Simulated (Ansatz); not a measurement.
Geometry optimisation, RKS r2SCAN-D4/def2-SVP (Ansatz).

input.yaml

```yaml
crystal:
  periodic: [false, false, false]
  atoms:
    - { symbol: C, position_ang: [-0.7874, 0.3327, -0.2647] }
    - { symbol: Si, position_ang: [-0.3495, -1.4285, -0.2989] }
    - { symbol: S, position_ang: [1.6137, -1.1706, 0.4816] }
    - { symbol: Sn, position_ang: [1.0603, 1.1584, 0.5082] }
    - { symbol: H, position_ang: [-1.0284, 0.7505, -1.318] }
    - { symbol: H, position_ang: [-1.6871, 0.5746, 0.4102] }
    - { symbol: H, position_ang: [-1.1555, -2.2141, 0.6206] }
    - { symbol: H, position_ang: [-0.2664, -1.9334, -1.6775] }
    - { symbol: H, position_ang: [0.8055, 1.7847, 2.1804] }
    - { symbol: H, position_ang: [2.9763, -1.3452, 0.61284] }
basis:
  gaussian: { orbitals: def2-SVP }
hamiltonian:
  xc: r2scan
  dispersion: d4
relax:
  f_tol: 0.02
  max_steps: 50
```

Run as:

```bash
$ ansatz run input.yaml --threads 2 --pin off --max-ram 3072MiB --backend cpu --events-out ev --progress --plain --runs-dir out
```

Q: Where does it end, and by what steps?

A: The run converged. After 20 steps the energy has fallen by 2.353 eV; H10 moved furthest, 1.34 Å.

```
step  energy less start (eV)  largest force component (eV/Å)  accepted
   0                  0.0000                           4.439       yes
   1                 -1.0738                           1.753       yes
   2                 -1.5556                           1.385       yes
   3                 -1.8964                           1.460       yes
   4                 -2.1296                           0.598       yes
   5                 -2.2347                           0.425       yes
   6                 -2.1872                           0.522        no
   7                 -2.2645                           0.079       yes
   8                 -2.2682                           0.070       yes
   9                 -2.2707                           0.056       yes
  10                 -2.2756                           0.076       yes
  11                 -2.2860                           0.393       yes
  12                 -2.2963                           0.351       yes
  13                 -2.3211                           0.227       yes
  14                 -2.3366                           0.271       yes
  15                 -2.3393                           0.196       yes
  16                 -2.3249                           0.547        no
  17                 -2.3460                           0.193       yes
  18                 -2.3398                           0.266        no
  19                 -2.3522                           0.064       yes
  20                 -2.3530                           0.012       yes
```

```xyz
10
Properties=species:S:1:pos:R:3
C -0.638 0.456 -0.441
Si -0.260 -1.287 -0.014
S 1.882 -1.207 0.663
Sn 0.968 1.482 0.840
H -0.481 0.702 -1.503
H -1.647 0.772 -0.133
H -0.951 -1.790 1.204
H -0.280 -2.334 -1.084
H 0.182 0.825 2.305
H 2.408 -1.110 -0.581
```

Run time: 52 s on 2 threads of Intel(R) Xeon(R) 6975P-C (Granite Rapids), with other jobs on the host, peak memory 0.2 GiB.
